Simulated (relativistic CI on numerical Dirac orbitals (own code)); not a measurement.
V XV: q coefficients and field-shift factors

Method of calculation: Dirac-Coulomb-Breit CI, KLI orbitals optimised for each configuration, derivatives by finite differences, unscaled Slater integrals, QED left out (own radial code, finite nucleus).

Configuration list (outside the closed core 1s2): 2s2 2p5, 2s 2p6, 2p6 3s, 2s2 2p4 3s, 2p6 3p, 2s2 2p4 3p, 2p6 3d, 2s2 2p4 3d. Levels of other configurations are missing.

With x = (α/α₀)² − 1 an excitation energy changes as ω = ω₀ + qx; K = 2q/ω₀ is the relative enhancement. Terms are leading LS components, so labels can repeat. The field-shift factor is F = δν/δ⟨r²⟩ for the transition from the lowest level.

Lowest level 2s2 2p5 2P°_3/2.

| Level | ω₀ (cm⁻¹) | q (cm⁻¹) | F (GHz/fm²) |
| --- | --- | --- | --- |
| 2s2 2p5 2P°_1/2 | 57923 | 58750 | -0.0485 |
| 2s 2p6 2S_1/2 | 891806 | 76290 | -48.6 |
| 2s2 2p4 3s 4P_5/2 | 4500385 | -17840 | 16.9 |
| 2s2 2p4 3s 4P_3/2 | 4522253 | -12360 | 16.9 |
| 2s2 2p4 3s 4P_1/2 | 4549442 | 24510 | 16.8 |
| 2s2 2p4 3s 4P_3/2 | 4558190 | 27730 | 16.8 |
| 2s2 2p4 3s 2P_1/2 | 4581112 | 27610 | 16.7 |
| 2s2 2p4 3s 2D_5/2 | 4632357 | 25110 | 16.9 |
| 2s2 2p4 3s 2D_3/2 | 4634377 | 27770 | 16.9 |
| 2s2 2p4 3p 4P°_5/2 | 4706380 | -4688 | 5.67 |
| 2s2 2p4 3p 4P°_3/2 | 4707042 | -9954 | 5.67 |
| 2s2 2p4 3p 4D°_7/2 | 4726868 | -1036 | 5.67 |
| 2s2 2p4 3p 4P°_1/2 | 4727232 | 6766 | 5.64 |
| 2s2 2p4 3p 2D°_5/2 | 4731896 | -6261 | 5.68 |
| 2s2 2p4 3s 2S_1/2 | 4744093 | 56890 | 15.4 |
| 2s2 2p4 3p 4D°_3/2 | 4760120 | 29750 | 5.64 |
| 2s2 2p4 3p 2P°_1/2 | 4760492 | 26560 | 5.62 |
| 2s2 2p4 3p 4D°_1/2 | 4764358 | 26390 | 5.58 |
| 2s2 2p4 3p 4D°_5/2 | 4776308 | 48910 | 5.63 |
| 2s2 2p4 3p 2P°_3/2 | 4776473 | 25240 | 5.59 |
| 2s2 2p4 3p 4S°_3/2 | 4787542 | 38620 | 5.62 |
| 2s2 2p4 3p 2S°_1/2 | 4796042 | 44340 | 5.59 |
| 2s2 2p4 3p 2D°_3/2 | 4798253 | 48150 | 5.63 |

At this charge energies of transitions that change n are usually good to better than 1 %, and those within a shell (Δn = 0) to a few per cent.

Q: Which transition from the lowest level has the largest |K|?

A: 2s2 2p5 2P°_1/2 at 57923 cm⁻¹, K = 2.03.
